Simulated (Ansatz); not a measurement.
Basis-set extrapolation for `B[SiH]1[C@@H](F)[C@@H]1F` (PBE0-D4/def2-TZVP geometry, frozen core, Ansatz 0.2.0). Multiplicity 1, RHF reference.

```json
{"": "HF", "def2-TZVPP": "-591.165331", "def2-QZVPP": "-591.187357"}
{"": "MP2 correlation", "def2-TZVPP": "-1.040162", "def2-QZVPP": "-1.124901"}
{"": "CCSD(T) correlation", "def2-TZVPP": "-1.123947", "def2-QZVPP": "not run"}
```

Energies in hartree. Use E(X) = E(∞) + A·exp(−7.88·√X) for Hartree–Fock and E(X) = E(∞) + B·X^(−2.97) for correlation, with X = 3 and 4, and add CCSD(T) minus MP2 of the smaller set to the MP2 limit.

Q: What is the CCSD(T) energy at the basis-set limit?

A: HF limit: -591.187357 + (-0.022026) × 0.13774 = -591.19039. MP2 limit: -1.124901 + (-0.084739) × 0.74074 = -1.18767. Higher-order term: -1.123947 − (-1.040162) = -0.08378. Total: -592.46184 hartree, 453.1 kJ/mol below CCSD(T)/def2-TZVPP.
